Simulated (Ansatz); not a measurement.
Reaction (redistribution): `CO[SiH](F)[SiH3]` + `[SiH3]C[SiH2][SeH]` → `F[SiH]([SiH3])C[SiH3]` + `CO[SiH2][SeH]`

Program: Ansatz. Geometries: PBE0-D4/def2-TZVP. ΔE: electronic, gas phase. CBS: MP2 limit from def2 TZ/QZ plus the TZ coupled-cluster correction, frozen cores. Functionals use def2-TZVPP. For Se outer-core shells are correlated without core-valence functions, which leaves a few kJ/mol of doubt a bond. Scalar relativity is left out up to krypton. Each species was taken in one conformer, which may not be the lowest.

| level | ΔE (kJ/mol) |
| --- | --- |
| PBE-D4 | 14.0 |
| PBE0 | 14.2 |
| HF/def2-TZVPP | 15.8 |
| SCS-MP2/def2-QZVPP | 15.9 |

(1) What does CCSD(T)/CBS give? (Estimate.)

Largest T1 diagnostic among the species: 0.012.

## Answers

(1) Ansatz gave: +15.4 kJ/mol. The listed levels differ from it by -1.4, -1.2, 0.4, 0.5 kJ/mol.
